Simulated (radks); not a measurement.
The oxygen ion O2+, 6 electrons, occupied as [He] 2s2 2p2. Method: non-relativistic Kohn-Sham, LDA (Slater exchange, VWN5 correlation), spin-polarised, spherical densities, point nucleus; open shells are filled with parallel spins first; computed with a radial shooting solver on a logarithmic mesh with Libxc functionals.

Normalised radial functions P(r) = r R(r), r in bohr:

```
   r/bohr * 2p down (the largest magnitude, 0.936, reaches the edge; | marks zero)
  0.01153 *
  0.01419 *
  0.01733 *
  0.02134 *
  0.02607 |*
  0.03184 |*
   0.0392 |*
  0.04788 | *
  0.05895 |  *
    0.072 |   *
  0.08864 |     *
   0.1083 |       *
   0.1322 |          *
   0.1628 |              *
   0.1989 |                   *
   0.2448 |                         *
   0.2991 |                                *
   0.3682 |                                       *
   0.4497 |                                             *
   0.5493 |                                                   *
   0.6763 |                                                      *
    0.826 |                                                      *
    1.017 |                                                  *
    1.242 |                                           *
    1.529 |                                  *
    1.868 |                       *
    2.282 |              *
    2.809 |       *
    3.431 |  *
```

2p down (empty): eigenvalue -40.431 eV, 0 radial nodes, <r> = 1.03 bohr, 90 % of the charge inside 1.72 bohr.
